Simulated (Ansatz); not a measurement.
Steps of a relaxation of C₂H₉AlGe (`[CH3][GeH2][CH2][AlH2]`) with RKS PBE0-D4/def2-TZVP.

```sh
$ ansatz run in.yaml --threads 4 --pin off --events-out ev --progress --plain --max-ram 10444MiB
```

```yaml
crystal:
  periodic: [false, false, false]
  atoms:
    - {symbol: C, position_ang: [-1.700246, 0.423749, 0.855326]}
    - {symbol: Ge, position_ang: [-0.579138, -1.059176, 0.202690]}
    - {symbol: C, position_ang: [1.291101, -0.454649, 0.058669]}
    - {symbol: Al, position_ang: [1.581097, 0.976488, -1.258611]}
    - {symbol: H, position_ang: [-2.760110, 0.113846, 0.937575]}
    - {symbol: H, position_ang: [-1.357118, 0.757899, 1.855061]}
    - {symbol: H, position_ang: [-1.643920, 1.281053, 0.155571]}
    - {symbol: H, position_ang: [-1.078391, -1.499811, -1.206792]}
    - {symbol: H, position_ang: [-0.714913, -2.280885, 1.162254]}
    - {symbol: H, position_ang: [1.637757, -0.113907, 1.060280]}
    - {symbol: H, position_ang: [1.945982, -1.318239, -0.197665]}
    - {symbol: H, position_ang: [3.049236, 1.579780, -1.502911]}
    - {symbol: H, position_ang: [0.349063, 1.559152, -2.106847]}
basis:
  gaussian: {orbitals: def2-TZVP}
hamiltonian: {xc: pbe0, dispersion: d4}
relax: {f_tol: 0.005, max_steps: 150}
```

Positions (Å) and forces (eV/Å) along the path, 11 of 51 steps:

```xyz
13
step=1 energy=-65323.8496 eV
C    -1.700    0.424    0.855   -0.180    0.234    0.116
Ge   -0.579   -1.059    0.203    0.032    0.048   -0.001
C     1.291   -0.455    0.059    0.241   -0.134    0.176
Al    1.581    0.976   -1.259    0.024   -0.046    0.052
H    -2.760    0.114    0.938    0.519    0.137   -0.042
H    -1.357    0.758    1.855   -0.162   -0.167   -0.495
H    -1.644    1.281    0.156   -0.023   -0.407    0.332
H    -1.078   -1.500   -1.207    0.071    0.049    0.209
H    -0.715   -2.281    1.162    0.023    0.183   -0.138
H     1.638   -0.114    1.060   -0.173   -0.149   -0.455
H     1.946   -1.318   -0.198   -0.328    0.400    0.108
H     3.049    1.580   -1.503   -0.193   -0.081    0.030
H     0.349    1.559   -2.107    0.146   -0.068    0.109
13
step=4 energy=-65323.8850 eV rejected
C    -1.688    0.424    0.843   -0.058   -0.056   -0.005
Ge   -0.574   -1.051    0.203    0.010    0.064    0.021
C     1.276   -0.446    0.052    0.014   -0.067   -0.005
Al    1.576    0.976   -1.241    0.013    0.014   -0.020
H    -2.723    0.093    0.932   -0.036    0.040    0.019
H    -1.349    0.764    1.823    0.014   -0.013    0.001
H    -1.654    1.264    0.148    0.013   -0.014   -0.016
H    -1.073   -1.515   -1.184   -0.002    0.004    0.002
H    -0.698   -2.251    1.169   -0.001    0.008    0.005
H     1.625   -0.121    1.040   -0.009   -0.003    0.003
H     1.906   -1.305   -0.211    0.041    0.016   -0.007
H     3.038    1.549   -1.492    0.002    0.001   -0.001
H     0.359    1.584   -2.066   -0.002    0.006    0.004
13
step=8 energy=-65323.8873 eV
C    -1.705    0.415    0.830   -0.012   -0.008   -0.005
Ge   -0.575   -1.055    0.210   -0.004    0.005    0.001
C     1.275   -0.447    0.042    0.006   -0.031    0.004
Al    1.587    0.989   -1.235   -0.012    0.040   -0.033
H    -2.738    0.084    0.938    0.003    0.012    0.004
H    -1.355    0.777    1.799   -0.005   -0.002   -0.010
H    -1.679    1.240    0.116    0.003   -0.010    0.008
H    -1.075   -1.550   -1.166    0.002    0.006    0.006
H    -0.683   -2.239    1.200    0.004    0.010   -0.007
H     1.624   -0.125    1.032    0.000    0.000    0.001
H     1.911   -1.300   -0.227    0.008    0.007    0.007
H     3.066    1.495   -1.534   -0.026   -0.012    0.000
H     0.368    1.681   -1.993    0.033   -0.016    0.024
13
step=17 energy=-65323.9210 eV
C    -1.750    0.340    0.781    0.014    0.009    0.004
Ge   -0.516   -1.047    0.173   -0.010   -0.012    0.014
C     1.313   -0.335    0.167    0.009    0.042    0.007
Al    1.606    0.972   -1.241    0.014   -0.030   -0.098
H    -2.780   -0.017    0.763    0.010    0.004   -0.005
H    -1.502    0.638    1.802   -0.008   -0.009   -0.014
H    -1.669    1.218    0.137   -0.022   -0.007    0.010
H    -0.916   -1.503   -1.252    0.016    0.014   -0.001
H    -0.613   -2.285    1.091    0.002    0.001   -0.004
H     1.437    0.144    1.148    0.009   -0.028   -0.012
H     2.025   -1.162    0.106   -0.002    0.008    0.014
H     2.761    0.776   -2.331   -0.113    0.035    0.097
H     0.625    2.227   -1.328    0.078   -0.027   -0.009
13
step=22 energy=-65323.9302 eV
C    -1.777    0.309    0.785    0.007   -0.002    0.004
Ge   -0.491   -1.026    0.166   -0.018   -0.006   -0.002
C     1.325   -0.281    0.217    0.019    0.029    0.013
Al    1.614    0.954   -1.253   -0.001    0.029   -0.082
H    -2.795   -0.078    0.726    0.008    0.003   -0.002
H    -1.567    0.578    1.822   -0.002   -0.003   -0.009
H    -1.709    1.212    0.175   -0.004   -0.006    0.003
H    -0.843   -1.434   -1.287    0.003    0.005    0.006
H    -0.586   -2.300    1.034    0.003    0.002   -0.003
H     1.418    0.220    1.187   -0.006   -0.008   -0.008
H     2.040   -1.108    0.192   -0.005    0.000   -0.005
H     2.532    0.556   -2.495   -0.048    0.019    0.076
H     0.860    2.362   -1.254    0.043   -0.063    0.007
13
step=27 energy=-65323.9315 eV
C    -1.790    0.292    0.796    0.000    0.001    0.000
Ge   -0.486   -1.016    0.158   -0.002   -0.001    0.002
C     1.322   -0.251    0.231    0.002   -0.001    0.000
Al    1.624    0.949   -1.264    0.002   -0.002   -0.004
H    -2.802   -0.109    0.730    0.001    0.000    0.000
H    -1.585    0.548    1.837    0.000    0.000    0.001
H    -1.736    1.204    0.200    0.000    0.000    0.000
H    -0.828   -1.397   -1.305    0.000    0.001   -0.002
H    -0.568   -2.307    0.998    0.000    0.000   -0.001
H     1.398    0.261    1.195    0.001    0.000   -0.001
H     2.038   -1.078    0.224   -0.002    0.004    0.002
H     2.461    0.470   -2.527    0.001   -0.001    0.002
H     0.972    2.399   -1.257   -0.003    0.001    0.002
13
step=28 energy=-65323.9316 eV
C    -1.791    0.289    0.802    0.009    0.000    0.002
Ge   -0.485   -1.012    0.154   -0.010   -0.001    0.003
C     1.322   -0.245    0.236    0.008   -0.003    0.003
Al    1.625    0.942   -1.269    0.012    0.003   -0.010
H    -2.803   -0.111    0.730    0.000    0.000   -0.001
H    -1.587    0.534    1.846   -0.002   -0.001   -0.003
H    -1.735    1.207    0.215   -0.003   -0.002    0.001
H    -0.825   -1.378   -1.314   -0.001    0.001    0.000
H    -0.567   -2.312    0.981   -0.001    0.001   -0.002
H     1.390    0.276    1.196    0.002   -0.004   -0.002
H     2.039   -1.071    0.239   -0.006    0.010    0.001
H     2.460    0.452   -2.529   -0.003   -0.001    0.006
H     0.977    2.395   -1.273   -0.005   -0.001    0.001
13
step=38 energy=-65323.9337 eV
C    -1.811    0.242    0.916   -0.018    0.020    0.004
Ge   -0.477   -0.926    0.096    0.013   -0.013    0.003
C     1.322   -0.150    0.292    0.006   -0.007   -0.042
Al    1.665    0.839   -1.347   -0.012   -0.033    0.043
H    -2.816   -0.149    0.756    0.011    0.004    0.000
H    -1.635    0.319    1.991    0.007   -0.002   -0.034
H    -1.752    1.242    0.481    0.007   -0.041    0.017
H    -0.803   -1.055   -1.422    0.007    0.006    0.027
H    -0.547   -2.350    0.690    0.001    0.044   -0.022
H     1.307    0.464    1.196    0.002    0.007   -0.016
H     2.038   -0.964    0.432   -0.015    0.015    0.005
H     2.571    0.207   -2.490   -0.013    0.007    0.012
H     0.958    2.245   -1.577    0.003   -0.007    0.003
13
step=39 energy=-65323.9346 eV
C    -1.810    0.238    0.920    0.010    0.005   -0.007
Ge   -0.473   -0.916    0.090    0.000   -0.017    0.016
C     1.325   -0.145    0.300    0.006    0.006   -0.002
Al    1.663    0.821   -1.348   -0.034    0.032    0.028
H    -2.815   -0.152    0.754   -0.002    0.000    0.001
H    -1.632    0.306    1.994    0.000   -0.005    0.003
H    -1.749    1.241    0.493   -0.004    0.002    0.000
H    -0.793   -1.023   -1.429    0.004    0.006   -0.007
H    -0.543   -2.348    0.660    0.000    0.004   -0.008
H     1.300    0.486    1.193    0.010   -0.009   -0.016
H     2.040   -0.955    0.459   -0.010    0.000    0.016
H     2.556    0.185   -2.494    0.015   -0.018   -0.019
H     0.951    2.225   -1.578    0.005   -0.007   -0.006
13
step=47 energy=-65323.9592 eV
C    -1.849    0.148    0.990   -0.014    0.000    0.008
Ge   -0.367   -0.738    0.092    0.011   -0.002    0.034
C     1.405    0.001    0.456   -0.023   -0.007   -0.007
Al    1.534    0.581   -1.412   -0.003    0.025    0.001
H    -2.805   -0.222    0.619    0.014    0.008    0.001
H    -1.790   -0.038    2.064    0.001    0.001   -0.020
H    -1.792    1.223    0.816    0.000   -0.007    0.001
H    -0.495   -0.385   -1.464   -0.003   -0.005   -0.006
H    -0.447   -2.272    0.144   -0.002    0.004   -0.006
H     1.342    0.792    1.203    0.002    0.003    0.005
H     2.096   -0.773    0.784    0.008   -0.005   -0.004
H     2.191   -0.380   -2.489    0.009   -0.008   -0.009
H     0.997    2.029   -1.790    0.002   -0.007    0.000
13
step=51 energy=-65323.9596 eV
C    -1.845    0.155    0.984    0.000    0.000    0.000
Ge   -0.363   -0.746    0.103    0.000    0.000   -0.003
C     1.408   -0.003    0.456    0.002   -0.002    0.001
Al    1.522    0.587   -1.410    0.000   -0.001    0.000
H    -2.800   -0.195    0.591   -0.001    0.000    0.000
H    -1.809   -0.042    2.056    0.000    0.000    0.000
H    -1.768    1.230    0.821    0.001    0.000    0.000
H    -0.489   -0.409   -1.459    0.000   -0.001    0.001
H    -0.450   -2.280    0.166    0.001    0.001    0.001
H     1.350    0.780    1.212    0.000    0.001    0.001
H     2.107   -0.777    0.769   -0.002    0.001   -0.001
H     2.196   -0.361   -2.490    0.000    0.000    0.000
H     0.961    2.026   -1.784   -0.001    0.000    0.000
```

It took 3.3 min on 4 threads of an Arm Neoverse V1 on a shared host, with 0.61 GiB of host memory at the peak.
